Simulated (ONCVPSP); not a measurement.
# Logarithmic derivatives: Pd (Z = 46), ONCV

| Item | Value |
| --- | --- |
| Element | Pd (Z = 46) |
| Generator | ONCVPSP 4.0.1 |
| Type | optimised norm-conserving Vanderbilt (ONCV) |
| Functional | PBE |
| Relativity | scalar-relativistic |
| Frozen core | [Ar] 3d10 |
| Valence charge | 18 |
| Reference configuration | 4s2 4p6 4d9 5s1 |
| Partial waves | 4s+5s: rc 1.55 bohr, ncon 4, nbas 8, qcut 8.6 1/bohr, 2 projectors; 4p: rc 1.00 bohr, ncon 4, nbas 8, qcut 9.8 1/bohr, 2 projectors, debl 2.5 Ha; 4d: rc 1.85 bohr, ncon 4, nbas 8, qcut 8.3 1/bohr, 1 projector |
| Local potential | polynomial inside 0.65 bohr (lpopt 1, dvloc0 2 Ha) |
| Core correction | Teter function, fcfact 5.25, rcfact 1.45 |

The phase is arctan(r·R′/R) of the radial function R(r), unwrapped; energies in Ha, scanned from -5 to 5 Ha. A pole is an energy at which the radial function vanishes at the test radius. The pseudo phase is shifted by a multiple of π to meet the all-electron one at the reference energy, and phase errors are pseudo minus all-electron; the curves can meet again beyond the range given. Levels narrower than the energy grid can be missing from the lists of poles. Where the grid stepped over a known ghost or core level, its pole and its step of π were put in at the level’s energy.

```json
{"channel": "s", "radius (bohr)": "1.57", "reference energy (Ha)": "-0.16", "poles, all-electron": "-2.80", "poles, pseudo": "-2.80, -1.21", "unbroken range about the reference energy with phases within 0.05 rad": "above -1.2", "phase error 1 Ha above the reference energy (rad)": "+0.001"}
{"channel": "p", "radius (bohr)": "1.01", "reference energy (Ha)": "-2.00", "poles, all-electron": "4.55", "poles, pseudo": "4.52", "unbroken range about the reference energy with phases within 0.05 rad": "the whole range", "phase error 1 Ha above the reference energy (rad)": "-0.000"}
{"channel": "d", "radius (bohr)": "1.88", "reference energy (Ha)": "-0.25", "poles, all-electron": "0.36", "poles, pseudo": "0.36", "unbroken range about the reference energy with phases within 0.05 rad": "below 2.2", "phase error 1 Ha above the reference energy (rad)": "+0.002"}
```

Note: ghosts flagged at negative energy: s at -32.8 eV; GHOST(+) flagged for p at 350.7 eV. A true bound ghost makes a file unfit for plane-wave use.

Phases in the p channel:

| E (Ha) | all-electron | pseudo |
| --- | --- | --- |
| -4.96 | 0.390 | 0.388 |
| -4.48 | 0.156 | 0.155 |
| -4.00 | -0.115 | -0.116 |
| -3.52 | -0.390 | -0.391 |
| -3.04 | -0.633 | -0.633 |
| -2.56 | -0.827 | -0.827 |
| -2.08 | -0.977 | -0.977 |
| -1.60 | -1.091 | -1.091 |
| -1.12 | -1.179 | -1.179 |
| -0.64 | -1.248 | -1.248 |
| -0.16 | -1.305 | -1.305 |
| 0.32 | -1.351 | -1.351 |
| 0.80 | -1.389 | -1.389 |
| 1.28 | -1.423 | -1.423 |
| 1.76 | -1.451 | -1.451 |
| 2.24 | -1.477 | -1.477 |
| 2.72 | -1.500 | -1.500 |
| 3.20 | -1.520 | -1.521 |
| 3.68 | -1.539 | -1.540 |
| 4.16 | -1.557 | -1.558 |
| 4.64 | -1.574 | -1.575 |
